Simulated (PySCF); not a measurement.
**How methods differ on the electron affinity of Nb**

Nb⁻ [Kr] 4d4 5s2 (5D) → Nb [Kr] 4d4 5s1 (6D), as a difference of total energies. Computed with PySCF 2.14 in aug-cc-pVTZ-DK, with the spin-free X2C one-electron Hamiltonian (Gaussian nucleus). Correlated levels: valence: [Kr] frozen. The calculations carry no spin-orbit coupling.

```
           method  electron affinity (eV)
              UHF                  -0.231
    MP2 (valence)                   0.260
SCS-MP2 (valence)                   0.363
   CCSD (valence)                   0.682
CCSD(T) (valence)                   0.820
```

A first-order spin-orbit estimate (lowest level to lowest level, LS coupling) adds 0.006 eV.

Errors of the correlated levels include the incompleteness of this basis and the frozen core.

A negative affinity means that the anion lies above the atom at that level of theory.

The coupled-cluster amplitudes are large for Nb⁻ (T1 above 0.03 or a double amplitude above 0.15), so a single reference is strained.

Q: Which method comes closest to the reference value, and which is furthest?

A: The reference is 0.917 eV (measured; photodetachment measurements, as compiled on the Wikipedia data page of electron affinities). Closest: CCSD(T) (valence) (error -0.091 eV); furthest: UHF (error -1.142 eV), both after the spin-orbit estimate.
